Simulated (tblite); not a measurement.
B₃H₆N.
InChI=1S/B3H6N/c1-4(2)3/h1-3H2

Computed with GFN2-xTB (tblite): harmonic, unscaled wavenumbers at the GFN2-xTB geometry, gas phase. The method is semi-empirical: single wavenumbers can be off by several per cent or more. Modes of hydrogen on boron can be 10 to 20 % off.

Harmonic wavenumbers (cm⁻¹): 162.0, 163.9, 254.0, 325.9, 429.5, 429.9, 859.5, 859.7, 860.7, 873.9, 888.1, 935.2, 935.4, 1168.8, 1168.9, 1253.7, 1299.7, 1299.9, 2633.9, 2634.3, 2644.0, 2658.6, 2670.1, 2670.5.

A = 10239, B = 10234, C = 5118 MHz; mass 53.078 u (most abundant isotopes); point group D3h, symmetry number 6.

Task: Zero-point energy?

Result: ½Σν̃ = 15040 cm⁻¹ = 43.00 kcal/mol.

Task: Entropy at 400 K, 1 bar (ideal gas, RRHO, classical rotation)?

Result: Translation 39.32, rotation 21.22, vibration 15.94: S = 76.5 cal/(mol K).

Task: And Cp and H(400 K) − H(0)?

Result: Cp = 27.49 cal/(mol K), of which vibrations give 19.54 (their classical limit is 24 R = 47.7); H(400 K) − H(0) = 6.90 kcal/mol without the zero-point energy, 3.72 from vibrations.

Task: What must be added to the electronic energy to get the Gibbs energy at 400 K and 1 bar?

Result: ZPE + [H(400 K) − H(0)] − T·S = 43.00 + 6.90 − 30.59 = 19.31 kcal/mol.

Task: Which modes carry the vibrational entropy at 400 K?

Result: 162.0 cm⁻¹: 3.09; 163.9 cm⁻¹: 3.07; 254.0 cm⁻¹: 2.23; 325.9 cm⁻¹: 1.78; 429.5 cm⁻¹: 1.31; 429.9 cm⁻¹: 1.31 cal/(mol K); the other 18 give 3.15 together.

Hindered rotation and anharmonicity are outside this model.
